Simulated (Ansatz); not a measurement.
`C[N]([SiH3])[AlH][F]` + `BBO` → `[BH2][AlH][N](C)[SiH3]` + `OBF`  (redistribution)

Computed with Ansatz on PBE0-D4/def2-TZVP structures; ΔE is electronic, products minus reactants. CCSD(T)/CBS is the MP2 limit (def2-TZVPP, def2-QZVPP) plus CCSD(T) − MP2 in def2-TZVPP, frozen cores. This one scheme is used for every species. DFT in def2-TZVPP. B3LYP here is the variant with VWN-RPA as its local correlation; programs differ in this. One conformer a species, not always the lowest.

```tsv
level	ΔE (kcal/mol)	difference from CCSD(T)/CBS
PBE0-D4	9.1	-1.6
B3LYP-D4	10.8	0.1
ωB97M-V	10.3	-0.4
B2PLYP	11.2	0.5
PBE	9.7	-1.0
PBE0	9.4	-1.3
B3LYP	11.3	0.6
HF/def2-TZVPP	9.7	-1.0
SCS-MP2/def2-TZVPP	10.9	0.2
CCSD/def2-TZVPP	9.8	-0.9
CCSD(T)/def2-TZVPP	9.5	-1.2
MP2/def2-QZVPP	11.8	1.1
SCS-MP2/def2-QZVPP	11.8	1.1
HF/CBS(def2)	10.3	-0.4
MP2/CBS(def2)	12.1	1.4
CCSD/CBS(def2)	11.0	0.3
CCSD(T)/CBS	10.7	0
```

Largest T1 diagnostic among the species: 0.013.
